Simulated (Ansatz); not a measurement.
`FB1BC1` + `[SiH3]S` → `[SiH3]SB1BC1` + H–F at 600 K and 1 bar (ligand exchange at a B–F bond).

Computed with Ansatz on PBE0-D4/def2-TZVP structures; ΔE is electronic, products minus reactants. CCSD(T)/CBS is the MP2 limit (def2-TZVPP, def2-QZVPP) plus CCSD(T) − MP2 in def2-TZVPP, frozen cores. This one scheme is used for every species. Each species was taken in one conformer, which may not be the lowest.

```
       species  CCSD(T)/CBS energy (Eh)  H − E (kJ/mol)  S (J/(mol·K))
      `FB1BC1`               -189.21287           154.5          355.7
     `[SiH3]S`               -689.27336           126.3          326.2
`[SiH3]SB1BC1`               -778.07168           245.0          460.4
           H–F               -100.39570            42.3          194.0
```

H − E and S are ideal-gas, rigid-rotor, harmonic terms from PBE0-D4/def2-TZVP, for one conformer and one mirror image of each species. 1 Eh = 2625.50 kJ/mol, R = 8.31446 J/(mol·K).

Question: By hand: ΔE, ΔH, ΔS and ΔG.

Answer: ΔE = (-778.07168) + (-100.39570) − (-189.21287) − (-689.27336) = 0.01885 Eh = 49.5 kJ/mol. Δ(H − E) = 245.0 + 42.3 − 154.5 − 126.3 = 6.5, so ΔH = 56.0 kJ/mol. ΔS = 460.4 + 194.0 − 355.7 − 326.2 = -27.5 J/(mol·K). ΔG = 56.0 − 600 × (-27.5)/1000 = 72.5 kJ/mol.

Question: By hand: the equilibrium constant, and the temperature at which ΔG would vanish if ΔH and ΔS stayed fixed.

Answer: log₁₀ K = −ΔG/(RT ln 10) = -6.3. ΔH and −TΔS have one sign here, so there is no such temperature.

ΔH outweighs TΔS. A doubt of 5 kJ/mol in ΔE shifts log₁₀ K by 0.4 here. Other conformers and mirror images would add mixing entropy, several J/(mol·K) or more a flexible species. These are equilibria of isolated gas molecules and say nothing of rates. Largest T1 diagnostic: 0.014 (customary marks: 0.02 for closed shells, 0.045 for open ones).
